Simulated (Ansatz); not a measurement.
Pulling on the O2–H3 bond in HLiO (SMILES [Li][OH]) (multiplicity 1 held, fragments rigid). Energies count from the point at 0.951 Å.
Geometry at that point (charge 0, multiplicity 1):
```xyz
3

Li     0.0000     0.0000    -1.2587
O      0.0000     0.0000     0.3139
H      0.0000     0.0000     1.2652
```

Restricted levels (R-, RO-) in cc, def2 and unpolarised 6-31G sets keep to the state of the molecule at rest.

Frozen-core correlation.

Programs: Ansatz (a program for electronic structure). Values without a source in brackets are computed.

Energies in kJ/mol.

```tsv
R (Å)	R-CCSD/aug-cc-pVDZ	R-CCSD(T)/aug-cc-pVDZ	R-CCSDT/aug-cc-pVDZ	R-CCSDT(Q)/aug-cc-pVDZ
0.761	164	166	166	166
0.856	32	33	33	34
0.951	0	0	0	0
1.046	19	18	18	18
1.142	64	62	62	61
1.284	151	146	146	145
1.427	239	232	232	230
1.665	366	353	353	350
1.903	459	437	439	434
2.188	529	490	498	491
2.569	576	505	532	522
3.044	599	483	543	532
```

Doubts at one or more of the structures used: a restricted determinant that unrestricted orbitals would lower (R-CCSD/aug-cc-pVDZ, R-CCSD(T)/aug-cc-pVDZ, R-CCSDT/aug-cc-pVDZ, R-CCSDT(Q)/aug-cc-pVDZ); T1 above 0.05 (R-CCSD/aug-cc-pVDZ, R-CCSD(T)/aug-cc-pVDZ, R-CCSDT/aug-cc-pVDZ, R-CCSDT(Q)/aug-cc-pVDZ); other coupled-cluster roots lie near (R-CCSD/aug-cc-pVDZ, R-CCSD(T)/aug-cc-pVDZ, R-CCSDT/aug-cc-pVDZ, R-CCSDT(Q)/aug-cc-pVDZ).
